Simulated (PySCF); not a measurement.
Isomers of C3H5N. Gas-phase values, no solvent. One relaxed conformer stands for each flexible species; it need not be the lowest. Strings in code marks are SMILES.

The dipole moment from two functionals at the same geometries (PBE0-D4/def2-TZVP), both in PySCF: PBE-D3(BJ)/def2-TZVP and B3LYP-D3(BJ)/def2-TZVP. B3LYP has the VWN-RPA correlation part, as in Gaussian. 

```json
[
 {"species": "`C=C=NC`", "PBE-D3(BJ)/def2-TZVP (D)": "1.35"},
 {"species": "`NC1=CC1`", "PBE-D3(BJ)/def2-TZVP (D)": "2.14"},
 {"species": "`C(N)#CC`", "PBE-D3(BJ)/def2-TZVP (D)": "1.36"},
 {"species": "`CC=C=N`", "PBE-D3(BJ)/def2-TZVP (D)": "1.57"},
 {"species": "`C1=CNC1`", "PBE-D3(BJ)/def2-TZVP (D)": "1.05"},
 {"species": "`CNC#C`", "PBE-D3(BJ)/def2-TZVP (D)": "1.90"},
 {"species": "`N=C1CC1`", "PBE-D3(BJ)/def2-TZVP (D)": "2.24"},
 {"species": "`CCC#N`", "PBE-D3(BJ)/def2-TZVP (D)": "4.03"}
]
```

Q: What does B3LYP-D3(BJ)/def2-TZVP give for each?

A: 
- `C=C=NC`: 1.38
- `NC1=CC1`: 2.07
- `C(N)#CC`: 1.34
- `CC=C=N`: 1.66
- `C1=CNC1`: 1.06
- `CNC#C`: 1.85
- `N=C1CC1`: 2.33
- `CCC#N`: 4.10
Over these rows, drawn at random from the members with no instability flagged (it was tested for open shells, ions and some series alone), PBE minus B3LYP-D3(BJ): mean -0.02 D, from -0.10 D to +0.07 D.
